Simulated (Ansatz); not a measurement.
Total energies of CH7NSiZn.

```xyz
11

C     0.774    0.829    0.930
Si    0.543   -0.251   -0.580
N    -0.644   -1.491   -0.461
Zn   -3.021    1.609   -0.618
H    -0.148    1.360    1.182
H     1.069    0.235    1.799
H     1.555    1.575    0.752
H     1.841   -0.915   -0.880
H    -1.624   -1.265   -0.520
H    -0.491   -2.298    0.121
H     0.145    0.614   -1.726
```

Charge 0, multiplicity 1. For Zn the d shell is correlated and the shells below it are frozen. Scalar relativity is left out up to krypton. The bonds changed during the relaxation, so this is another structure than the one it started from. The structure was optimised at the PBE0-D4/def2-TZVP level. It is one conformer, not always the lowest. Basis def2-TZVPP, Ansatz.

RPA on PBE orbitals: Hartree–Fock energy of these orbitals -2163.15066 Eh, correlation -1.53654 Eh (frozen core).

```json
{"functional": "revPBE", "energy without D4 (Eh)": "-2165.83088", "D4 term (kJ/mol)": "-64.4"}
{"functional": "BLYP", "energy without D4 (Eh)": "-2166.08241", "D4 term (kJ/mol)": "-48.7"}
{"functional": "PBE0", "energy without D4 (Eh)": "-2165.55013", "D4 term (kJ/mol)": "-19.9"}
{"functional": "r2SCANh", "energy without D4 (Eh)": "-2165.91459", "D4 term (kJ/mol)": "-6.5"}
{"functional": "r2SCAN0", "energy without D4 (Eh)": "-2165.88502", "D4 term (kJ/mol)": "-7.2"}
{"functional": "HSE06 (plane-wave form)", "energy without D4 (Eh)": "-2165.53604", "D4 term (kJ/mol)": "-18.7"}
{"functional": "BHLYP", "energy without D4 (Eh)": "-2165.94447", "D4 term (kJ/mol)": "-28.5"}
{"functional": "ωB97X-V", "energy without D4 (Eh)": "-2165.79204", "D4 term (kJ/mol)": "–"}
{"functional": "ωB97M-V", "energy without D4 (Eh)": "-2165.86625", "D4 term (kJ/mol)": "–"}
{"functional": "B2PLYP", "energy without D4 (Eh)": "-2165.55654", "D4 term (kJ/mol)": "–"}
```

Give the same for LDA (SPW92), PBE, r2SCAN, B97M-V, B3LYP, CAM-B3LYP, LC-ωPBE, PBE-QIDH. (Estimate.)

Computed: 
```json
{"functional": "LDA (SPW92)", "energy without D4 (Eh)": "-2161.11497", "D4 term (kJ/mol)": "–"}
{"functional": "PBE", "energy without D4 (Eh)": "-2165.49046", "D4 term (kJ/mol)": "-22.9"}
{"functional": "r2SCAN", "energy without D4 (Eh)": "-2165.93539", "D4 term (kJ/mol)": "-6.1"}
{"functional": "B97M-V", "energy without D4 (Eh)": "-2165.60531", "D4 term (kJ/mol)": "–"}
{"functional": "B3LYP", "energy without D4 (Eh)": "-2166.12918", "D4 term (kJ/mol)": "-36.6"}
{"functional": "CAM-B3LYP", "energy without D4 (Eh)": "-2166.11200", "D4 term (kJ/mol)": "-20.5"}
{"functional": "LC-ωPBE", "energy without D4 (Eh)": "-2165.65222", "D4 term (kJ/mol)": "–"}
{"functional": "PBE-QIDH", "energy without D4 (Eh)": "-2165.20292", "D4 term (kJ/mol)": "–"}
```

B3LYP takes the VWN-RPA correlation (the form of Gaussian; ORCA's B3LYP/G). HSE06 is the plane-wave form, built on full-range PBE exchange. The double hybrids freeze the cores in their second-order part.

LC-ωPBE has ω = 0.4 bohr⁻¹.
